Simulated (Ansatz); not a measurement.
`[CH3][AlH][CH2][GeH3]` + H₂ → `[AlH2][CH2][GeH3]` + CH₄  (hydrogenolysis of the Al–C bond)

Isolated molecules relaxed with PBE0-D4/def2-TZVP in Ansatz; ΔE leaves out vibrations. CBS: MP2 limit from def2 TZ/QZ plus the TZ coupled-cluster correction, frozen cores. This one scheme is used for every species. Functionals use def2-TZVPP. For Ge outer-core shells are correlated without core-valence functions, which leaves a few kJ/mol of doubt a bond. Scalar relativity is left out up to krypton. Each species was taken in one conformer, which may not be the lowest.

`[CH3][AlH][CH2][GeH3]`:

Z-matrix (Å, degrees):
```
C
Al 1 1.951
H 1 1.095 2 111.3
H 1 1.093 2 113.2 3 122.0
H 1 1.096 2 110.3 3 -117.5
C 2 1.949 1 121.0 3 -128.8
H 2 1.592 1 120.1 3 53.5
Ge 6 1.957 2 112.6 1 -80.1
H 6 1.095 2 111.0 1 38.8
H 6 1.094 2 111.5 1 159.4
H 8 1.540 6 111.9 2 -177.5
H 8 1.543 6 110.4 2 -57.0
H 8 1.542 6 110.1 2 61.8
```

H₂:

```xyz
2

H     0.248   -0.065    0.271
H    -0.248    0.065   -0.271
```

`[AlH2][CH2][GeH3]`:

Cartesian coordinates in Å:
```
Al -1.121 -0.106 1.437
C 0.274 0.696 0.346
Ge 0.680 -0.325 -1.277
H -2.642 0.274 1.184
H -0.741 -1.167 2.556
H 1.211 0.775 0.905
H -0.015 1.699 0.017
H -0.581 -0.457 -2.154
H 1.152 -1.745 -0.908
H 1.783 0.357 -2.106
```

CH₄:

Cartesian coordinates in Å:
```
C 0.000 0.000 0.000
H -0.432 0.744 0.668
H -0.342 -0.993 0.292
H 1.087 0.043 0.063
H -0.313 0.205 -1.023
```

Task: Is it downhill or uphill in electronic energy at CCSD(T)/CBS, and by how much? (An estimate is asked.)

Result: The calculation gave: Downhill: ΔE = -22.3 kJ/mol.

Task: What do these levels give: ωB97X-V, PBE, CCSD/def2-TZVPP, CCSD(T)/def2-TZVPP, MP2/def2-QZVPP, CCSD/CBS(def2)? (An estimate is asked.)

Result: Computed: ωB97X-V -26.5, PBE -23.9, CCSD/def2-TZVPP -29.2, CCSD(T)/def2-TZVPP -24.9, MP2/def2-QZVPP -18.4, CCSD/CBS(def2) -26.6 kJ/mol.

Largest T1 diagnostic among the species: 0.011.

In def2-TZVPP, CCSD(T) changes the Hartree–Fock value by +24.0 kJ/mol (the triples alone add +4.3 kJ/mol) and MP2 by +29.0 kJ/mol. From PBE to PBE0 (25 % exact exchange), in def2-TZVPP and without D4, ΔE moves by −3.5 kJ/mol. The D4 term adds +6.7 kJ/mol with B3LYP and +3.9 kJ/mol with PBE0; it sums over pairs of atoms, weighted by their polarisabilities, and B3LYP, whose exchange is more repulsive, gets the larger term.

B3LYP here is the variant with VWN-RPA as its local correlation; programs differ in this.
